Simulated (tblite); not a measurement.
Compound: C5H13NOSi2.
Cartesian coordinates in Å at the GFN2-xTB level; atoms count from 1:
```
atom  x, y, z in Å
N1     4.4510   -0.3116    0.4597
Si2    2.9880   -0.4398   -0.4487
Si3    1.3704    0.2226    1.0190
O4     0.0490   -0.0361    0.1171
C5    -1.2916    0.2160    0.4261
C6    -2.1369   -1.0560    0.1998
C7    -3.0869   -0.6871   -0.8957
C8    -2.9450    0.5668   -1.2856
C9    -1.8691    1.2820   -0.5305
H10    4.6302    0.5226    0.9940
H11    5.3094   -0.6230    0.0354
H12    3.0222    0.3249   -1.7170
H13    2.9900   -1.8477   -0.8707
H14    1.4127    1.6348    1.4619
H15    1.2462   -0.5004    2.2995
H16   -1.3627    0.5495    1.4665
H17   -1.4829   -1.8782   -0.0988
H18   -2.6679   -1.3577    1.1046
H19   -3.7865   -1.4034   -1.2907
H20   -3.5067    1.0623   -2.0585
H21   -2.2621    2.1449    0.0103
H22   -1.0812    1.6340   -1.2000
```

Computed with GFN2-xTB (tblite): harmonic, unscaled wavenumbers at the GFN2-xTB geometry, gas phase. Against measured fundamentals such values can be off by several per cent, at times by over 20. Modes of hydrogen on silicon can be 10 to 20 % off. One conformer, not necessarily the lowest. The optimisation stopped once no atom felt more than 0.01 eV/Å.

Lowest wavenumbers of the output (negative numbers stand for imaginary wavenumbers):
```
mode    cm-1
  1     -36.4
  2       8.9
  3      32.5
  4      50.7
  5      73.4
  6     165.5
  7     201.3
  8     225.5
  9     346.7
 10     359.4
 11     378.5
 12     415.7
 13     477.2
 14     500.6
 15     533.3
```

**Question.** Is this structure a minimum?

**Answer.** Not by this Hessian. 1 mode is imaginary beyond 20i (36i cm⁻¹), so at this level the point lies at or near a first-order saddle. The curvature is small, so loose convergence or finite differences may be the whole cause.

**Question.** Which atoms move in the imaginary mode?

**Answer.** 36i: Si3 (oxygen-bound silicon) 22 %, O4 (silyl ether oxygen) 12 %. These are shares of the mass-weighted motion.

**Question.** What is the remedy?

**Answer.** Step along that mode in both directions, optimise again with tighter thresholds and repeat the frequencies. The zero-point energy of this point (104.8 kcal/mol) counts the 59 real modes alone, and thermal corrections from it aren't those of a minimum.
